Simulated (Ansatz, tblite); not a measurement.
Cost and result up the ladder for Ge2Se (the lowest singlet isomer of a short search) (3 atoms). Charge 0, multiplicity 1. Geometry: r2SCAN-D4/def2-TZVP.

Cartesian coordinates in Å:
```
Ge 0.297 -1.172 -0.773
Ge 0.896 1.103 0.200
Se -1.193 0.070 0.572
```

Ansatz on 4 threads of Arm Neoverse V1 on a shared host; xTB runs through tblite on one thread. Times are rough, summed over both states, and most runs start from the orbitals of an earlier one. PBE-QIDH/def2-TZVP serves as the yardstick here, not as an exact answer. The other state is a quintet at its own geometry.

The xTB rows come from tblite. B3LYP takes the VWN-RPA correlation. Correlated methods freeze 27 core orbitals; core or outer-core shells of Ge, Se are correlated, in sets that lack core-valence functions. At PBE0-D4/def2-TZVP a singlet of charge 0 lies 3.50 eV below the quintet, each at its own geometry. The structure comes from a short search, and lower isomers may exist.

Run but left out: HF/STO-3G (singlet: restricted singlet, unstable in another Hartree–Fock run and untested here); HF/def2-TZVP (singlet: restricted singlet, unstable towards broken spin symmetry).

Correlated methods converge slowly with the basis.

xTB has no spin-polarisation term.

```
                         level  functions  wall time  quintet − singlet (eV)  difference from PBE-QIDH/def2-TZVP (eV)                            remarks
                      GFN1-xTB         27    0.005 s                    3.91                                     0.29                                  –
                      GFN2-xTB         27    0.006 s                    4.36                                     0.75                                  –
              PBE-D4/def2-TZVP        144      5.7 s                    3.62                                     0.01                                  –
           revPBE-D4/def2-TZVP        144      6.7 s                    3.53                                    -0.09                                  –
             RPA@PBE/def2-TZVP        144      6.9 s                    3.56                                    -0.06                                  –
                 MP2/def2-TZVP        144      7.1 s                    3.92                                     0.31  restricted SCF unstable (singlet)
             PBE0-D4/def2-TZVP        144       11 s                    3.50                                    -0.12                                  –
            B3LYP-D4/def2-TZVP        144       12 s                    3.67                                     0.05                                  –
            PBE-QIDH/def2-TZVP        144       13 s                    3.61                                     0.00                                  –
        CAM-B3LYP-D4/def2-TZVP        144       13 s                    3.58                                    -0.03                                  –
           r2SCAN-D4/def2-TZVP        144       17 s                    3.47                                    -0.14                                  –
B97M-V/def2-TZVP (with forces)        144       34 s                    3.58                                    -0.04                                  –
```
